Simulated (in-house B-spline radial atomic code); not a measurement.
A fraction x of an electron is removed from 3d in Mo³⁺, starting from [Kr] 4d3 and keeping the highest spin. Level of theory: scalar-relativistic (X2C) r2SCAN0, spin-polarised, spherical fractional occupations, Fermi nucleus of rms radius 4.4091 fm; calculated with a B-spline radial code for spherical atoms.

Caution: exact exchange at fractional occupations of open shells leaves self-interaction of up to several eV.

| x | E(x) - E(0) (eV) | 3d down level (eV) |
| --- | --- | --- |
| 0 | 0.0000 | -262.980 |
| 0.01 | 2.6314 | -263.302 |
| 0.2 | 53.2424 | -269.459 |
| 0.35 | 94.0294 | -274.377 |
| 0.49 | 132.7662 | -279.012 |
| 0.5 | ? | ? |
| 0.56 | 152.3786 | -281.345 |
| 0.63 | 172.1547 | -283.689 |
| 0.82 | 226.6636 | -290.102 |
| 0.95 | ? | ? |
| 1 | 279.4339 | -296.245 |

Problem. What belongs in the row x = 0.5?

Solution. An energy change of 135.5579 eV; 3d down at -279.345 eV.

Problem. What belongs in the row x = 0.95?

Solution. An energy change of 264.6645 eV; 3d down at -294.532 eV.

Problem. Check Janak's theorem between x = 0.01 and 0.2.

Solution. The slope of the energy is 266.37 eV; the orbital levels give 266.38 eV (-ε of the emptying orbital, averaged over the two points).
